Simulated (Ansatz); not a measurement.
Start from `[F][Sn][F]` and change one atom or group to get `[F][Sn][SH]`.

Ansatz, PBE0-D4/def2-TZVP geometries, multiplicity 1. Each molecule was computed in one conformer, which needn't be the lowest.

Elements past krypton have def2 core potentials.

```json
{"property": "HOMO energy (PBE/def2-TZVPP) / eV", "`[F][Sn][F]`": "-7.46"}
{"property": "LUMO energy (B3LYP/def2-TZVPP) / eV", "`[F][Sn][F]`": "-3.05"}
{"property": "HOMO energy (PBE0/def2-TZVPP) / eV", "`[F][Sn][F]`": "-8.72"}
{"property": "zero-point energy (PBE0-D4/def2-TZVP) / kJ/mol", "`[F][Sn][F]`": "8.3"}
{"property": "LUMO energy (ωB97M-V/def2-TZVPP) / eV", "`[F][Sn][F]`": "-0.98"}
{"property": "HOMO energy (B3LYP/def2-TZVPP) / eV", "`[F][Sn][F]`": "-8.58"}
```

Question: Give the same properties after the change, and the shifts. (Estimate.)

Answer: Computed: 
```csv
property,`[F][Sn][SH]`,shift
HOMO energy (PBE/def2-TZVPP) / eV,-6.48,0.98
LUMO energy (B3LYP/def2-TZVPP) / eV,-2.85,0.20
HOMO energy (PBE0/def2-TZVPP) / eV,-7.55,1.17
zero-point energy (PBE0-D4/def2-TZVP) / kJ/mol,28.1,19.8
LUMO energy (ωB97M-V/def2-TZVPP) / eV,-0.87,0.11
HOMO energy (B3LYP/def2-TZVPP) / eV,-7.36,1.22
```

With PBE0 the HOMO rises by 1.17 eV and the LUMO rises by 0.15 eV, so the gap narrows by about 1.02 eV. PBE moves the HOMO by 0.98 eV and ωB97M-V by 1.36 eV. The zero-point energy changes by 19.8 kJ/mol with +3 modes.

B3LYP here is the variant with VWN-RPA as its local correlation; programs differ in this.
